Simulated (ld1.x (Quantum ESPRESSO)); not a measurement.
## Building the PAW potential for Er (PBEsol, scalar-relativistic).

- Element: Er (Z = 68)
- Generator: ld1.x (Quantum ESPRESSO) 7.5
- Type: PAW
- Functional: PBEsol
- Relativity: scalar-relativistic
- Frozen core: [Kr] 4d10 4f11
- Valence charge: 11
- Reference configuration: 5s2 5p6 5d1 6s2 6p0
- Partial waves: 5s (bound): rcut 2.05, rcutus 2.20 bohr; 6s (bound): rcut 2.05, rcutus 2.20 bohr; 5p (bound): rcut 1.90, rcutus 2.05 bohr; 6p (bound, empty): rcut 1.90, rcutus 2.05 bohr; 5d (bound): rcut 2.95, rcutus 3.30 bohr; 5d channel at 2.65 Ry: rcut 2.95, rcutus 3.30 bohr
- Local potential: all-electron potential smoothed inside 1.60 bohr (lloc = -2)
- Core correction: Bessel-smoothed model core inside 1.50 bohr
- Augmentation charge: PSQ, inside the norm-conserving radii

All-electron outer shells of the reference configuration (PBEsol, scalar-relativistic, ld1.x):

```csv
shell,level (eV),outermost node (bohr),outermost maximum (bohr)
4d,-172.49,0.25,0.51
5s,-56.05,0.60,1.10
5p,-29.77,0.65,1.26
4f,-9.51,–,0.51
6s,-4.43,1.49,3.18
5d,-2.11,0.73,1.88
6p,-1.31,1.81,4.40
```

Question: Estimate the cutoffs (Ry, on a coarse ladder) from which the occupation-weighted sum of valence levels, in a spherical-Bessel basis at the reference potential, stays within 10 and 1 mRy of its value at 400 Ry.

Answer: 21 Ry and 35 Ry.

Question: Does the potential have ghost states?

Answer: No extra level below or beside the all-electron valence levels (s, p, d, f tested).

Question: Is the overlap operator S = 1 + Σ q|β⟩⟨β| positive definite (Bessel basis up to 400 Ry)?

Answer: Yes: its lowest eigenvalue is 0.08 (p channel).

Its largest configuration-test error is +1.0 meV (5s2 5p6 5d1 6s1 6p0). Test run stopped at test 2 of 7 (negative rho).
